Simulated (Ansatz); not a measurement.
Reactions of `S[S][GeH3]`.

Calculated with Ansatz (gas phase, PBE0-D4/def2-TZVP geometries, no zero-point term in ΔE). CCSD(T)/CBS is the MP2 limit (def2-TZVPP, def2-QZVPP) plus CCSD(T) − MP2 in def2-TZVPP, frozen cores. This one scheme is used for every species. DFT in def2-TZVPP. B3LYP here is the variant with VWN-RPA as its local correlation; programs differ in this. For Ge outer-core shells are correlated without core-valence functions, which leaves a few kJ/mol of doubt a bond. Scalar relativity is left out up to krypton. Each species was taken in one conformer, which may not be the lowest.

| reaction | CCSD(T)/CBS(def2) (eV) |
| --- | --- |
| `S[S][GeH3]` + `[CH3][AlH][SH]` → `[CH3][AlH][S][GeH3]` + `SS` | -0.04 |
| `S[S][GeH3]` + `CNBF` → `C[N]([GeH3])BF` + `SS` | 0.45 |
| `S[S][GeH3]` + `CC(F)Cl` → `C[C](F)(Cl)[GeH3]` + `SS` | 0.78 |
| `S[S][GeH3]` + `CCN[SiH2]Cl` → `CC[N]([GeH3])[SiH2]Cl` + `SS` | 0.37 |
| `S[S][GeH3]` + `BS` → `B[S][GeH3]` + `SS` | ? |

Task: Fill in the missing values. (An estimate is asked.)

Result: The calculation gave: `S[S][GeH3]` + `BS` → `B[S][GeH3]` + `SS`: +0.06 eV.

Largest T1 diagnostic: 0.015, for `BS`.
